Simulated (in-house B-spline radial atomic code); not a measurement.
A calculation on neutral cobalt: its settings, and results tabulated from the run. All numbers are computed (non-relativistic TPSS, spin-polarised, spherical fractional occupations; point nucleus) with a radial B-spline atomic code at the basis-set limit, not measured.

Command:
```bash
python run_scf.py task.json out
```
Settings:
```
Z                27
configuration    [Ar] 3d7 4s2
hamiltonian      nr
method           tpss,tpss
spin_polarised   True
```

Output (hartree, bohr):
```
 radial grid: 57 intervals, B-splines of order 8, outer radius 50 bohr

 iter        energy (Eh)    residual
    1       -1382.734811    3.98e-02
    2       -1382.736336    1.55e-03
    3       -1382.736370    6.73e-04
    4       -1382.736380    4.09e-04
    5       -1382.736368    6.50e-04
    6       -1382.736383    4.42e-05
    7       -1382.736384    7.51e-06
    8       -1382.736384    3.24e-07
    9       -1382.736384    2.44e-08

 total energy                     -1382.73638
 kinetic                            1381.6824
 electron-nucleus                  -3294.7034
 Hartree                             589.4631
 exchange-correlation                -59.1785

 orbital      occ     eigenvalue          <r>       <r^2>       <1/r>       <r^4>       r_max
 1s up      1.000      -276.7461    0.0568724  0.00433577     26.5249 4.79558e-05     0.03749
 1s down    1.000      -276.7461    0.0568722  0.00433575      26.525 4.79556e-05     0.03749
 2s up      1.000       -32.5765     0.258494    0.078803     5.71045    0.010798      0.2158
 2s down    1.000       -32.5238     0.258235   0.0786341     5.71651   0.0107464      0.2157
 2p up      3.000       -28.2273     0.226328   0.0628458     5.65983  0.00799578      0.1732
 2p down    3.000       -28.1851     0.226052   0.0626764     5.66516  0.00794679       0.173
 3s up      1.000        -3.7663     0.781786    0.705489     1.80447    0.809023      0.6754
 3s down    1.000        -3.6401     0.784016    0.709823     1.79814    0.821381      0.6756
 3p up      3.000        -2.4654     0.818669    0.790612     1.67786     1.10308      0.6807
 3p down    3.000        -2.3403     0.822831    0.799645     1.66942     1.13636      0.6813
 3d up      5.000        -0.3575      1.04136     1.45168     1.30505     6.16064       0.663
 3d down    2.000        -0.2456      1.10761     1.69805     1.26072     9.51907      0.6677
 4s up      1.000        -0.2062      2.87308     9.62579    0.452892     162.465       2.319
 4s down    1.000        -0.1856      3.00372     10.5331    0.430228     195.928       2.424
```

Run time, properties included: 0.24 s on 1 thread of Arm Neoverse V2 (shared host).
